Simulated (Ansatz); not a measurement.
C3H9AlO, SMILES `CC(C)[O][AlH2]`. The species carries charge 0 and has multiplicity 1.

Z-matrix (Å, degrees):
```
C
C 1 1.517
H 1 1.093 2 110.9
H 1 1.091 2 110.3 3 120.4
H 1 1.094 2 110.3 3 -120.0
C 2 1.517 1 111.9 3 60.7
O 2 1.403 1 109.2 3 -174.6
H 2 1.099 1 108.1 3 -58.6
H 6 1.093 2 111.1 1 -179.7
H 6 1.093 2 110.7 1 -59.7
H 6 1.094 2 110.7 1 60.2
Al 7 1.681 2 142.1 1 -117.0
H 12 1.578 7 115.3 2 178.3
H 12 1.585 7 121.3 2 -1.9
```

(1) What are the harmonic wavenumbers in cm⁻¹ at PBE0-D4/def2-TZVP (Ansatz, finite differences of forces, unscaled)? (An estimate is asked.)

(2) Is this a minimum?

(3) Give the ideal-gas thermochemistry at 298.15 K and 1 bar (rigid rotor, harmonic oscillator; point group C1, symmetry number 1).

(4) And at 400, 500, 600, 800 and 1000 K?

Results:

(1) Ansatz gave: 34, 122, 150, 241, 278, 351, 412, 477, 566, 610, 668, 793, 880, 922, 941, 1062, 1164, 1184, 1235, 1363, 1377, 1394, 1407, 1472, 1473, 1485, 1496, 1927, 1954, 3003, 3041, 3047, 3116, 3122, 3127, 3139.

(2) Yes, all 36 modes are real.

(3) Zero-point energy 293.3 kJ/mol; H(298) − E = 316.0 kJ/mol; entropy 358.8 J/(mol·K), of which translation 164.7, rotation 111.6, vibration 82.5; G(298) − E = 209.0 kJ/mol. Modes under 100 cm⁻¹ are hindered rotations or soft bends, so the harmonic entropy is rough.

(4) 
| T (K) | H − E (kJ/mol) | S (J/mol/K) | G − E (kJ/mol) |
| --- | --- | --- | --- |
| 400 | 329.6 | 397.7 | 170.5 |
| 500 | 345.5 | 433.1 | 128.9 |
| 600 | 363.6 | 466.2 | 83.9 |
| 800 | 405.4 | 526.0 | -15.4 |
| 1000 | 452.7 | 578.7 | -126.0 |
